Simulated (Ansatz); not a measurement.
A run for Ansatz (a program for electronic structure): SC-NEVPT2 on CASSCF(6,4)/def2-TZVPP on ClHPb (SMILES [Cl][PbH]), a point of a bond scan (R = 6.732 Å). Elements past Kr take the def2 small-core potentials; no spin–orbit coupling.

Ansatz 0.2 input:
```yaml
crystal:
  periodic: [false, false, false]
  atoms:
    - {symbol: Pb, position_ang: [-0.21816163, -0.21253453, 0.29359630]}
    - {symbol: H, position_ang: [-1.37766248, -0.88691623, -0.99885930]}
    - {symbol: Cl, position_ang: [3.43091445, 3.27012152, -4.16413143]}
basis:
  gaussian:
    orbitals: def2-TZVPP
    pivot_positions_ang: [[-0.21816163, -0.21253453, 0.29359630], [-1.37766248, -0.88691623, -0.99885930], [3.43091445, 3.27012152, -4.16413143]]
magnetization: {spin_polarized: false}
correlation: {method: sc_nevpt2, electrons: outside_noble_gas, active_space: {window: {electrons: 6, orbitals: 4}}}
output: {orbitals: {seedname: ./end}}
```

The log:

```
WARN ansatz: RAYON_NUM_THREADS=1 ignored (pool sized by the plan → 1); use --threads N
Functional definition: HF
integrals: 0.03 GiB planned
887 factors; integrals over basis functions are off by at most 3.1e-4 eV
mean field: 0.25 GiB planned
mean field evaluation 1: about -17734.3543 eV, gradient 2.2e1 eV
mean field evaluation 2: about -17734.3549 eV, gradient 2.2e1 eV
mean field evaluation 4: about -17735.2934 eV, gradient 1.5e1 eV
mean field evaluation 8: about -17736.0686 eV, gradient 8.8e-1 eV
mean field evaluation 16: about -17736.1201 eV, gradient 5.3e-1 eV
mean field evaluation 32: about -17736.1094 eV, gradient 4.2e-1 eV
mean field evaluation 64: about -17736.1033 eV, gradient 3.6e-1 eV
mean field -17736.12290847 eV, -651.7904949102 hartree, gradient 3.2e-6 eV, S^2 0.000000; 6 other end points of the search recorded, 0 dependent functions left out; unrestricted orbitals would lower it
reference -17736.12290847 eV, -651.7904949102 hartree; 20, 20 occupied and 86, 86 virtual orbitals, 887 factors
configuration interaction: 0.20 GiB planned
configuration interaction: 0.00 GiB planned
state -17737.96817560 eV, -651.8583072266 hartree
state -17737.96817560 eV, -651.8583072266 hartree; corrected -17744.19693213 eV, -652.0872098072 hartree
WARN: 2 active orbitals are nearly empty or full. The corrections depend on them more than the energy does, and are more stable in an active space without them
Total energy: -17744.19693213 eV, -652.0872098072 hartree
```

The run converged.

Warnings raised: idle orbitals.

Cost: around 20 core-seconds (rough).
